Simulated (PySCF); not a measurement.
Molecule: SMILES O=C1NCC[C@H]1CCl, C5H8ClNO.

Bonds (- single, = double, # triple, : aromatic): O1=C2, C2-N3, N3-C4, C4-C5, C5-C6, C6-C7, C7-Cl8, C6-C2. N3 carries H9; C4 carries H10, H11; C5 carries H12, H13; C6 carries H14; C7 carries H15, H16. Stereochemistry as in O=C1NCC[C@H]1CCl. H11, H12 are cis to C7 on the ring; H15 is pro-R; H16 is pro-S; H10, H13 are trans to C7 on the ring.

Frames of a GFN2-xTB Langevin trajectory at 600 K; GIAO PBE0/pcSseg-1 shieldings in PySCF 2.14, gas phase, non-relativistic; equivalent atoms averaged within each frame.

Referencing at the same level of theory: H2O for ¹⁷O (σref 336.08); ¹³C (σref 186.93), ¹H (σref 31.72) vs TMS; NH3 for ¹⁵N (σref 267.73); ³⁵Cl (σref 949.78) vs HCl. The references are static minima.

How do the shifts (ppm) fluctuate along the trajectory?

Answers


```tsv
time (fs)	O1	C2	C6	C7	C4	C5	N3	Cl8	H15	H16
250	394.2	175.1	48.4	46.0	41.1	35.8	113.0	51	3.89	3.87
425	416.5	174.1	50.9	62.0	47.0	35.8	142.1	127	4.30	3.16
625	506.5	193.5	44.2	67.9	43.9	50.3	153.1	155	4.70	4.00
800	443.0	189.3	57.7	75.0	33.5	30.4	121.2	258	5.25	3.54
1000	399.4	176.0	52.8	43.6	41.2	37.7	120.8	73	3.81	3.87
mean of frames	431.9	181.6	50.8	58.9	41.3	38.0	130.0	133	4.39	3.69
standard deviation	45.8	9.1	5.0	13.7	5.0	7.4	16.8	81	0.60	0.34
```

5 frames give an uncertainty of the mean of about the standard deviation over 2.2 at best, since frames this close in time may not be independent; classical motion lacks zero-point vibration, and the reference would need the same averaging.
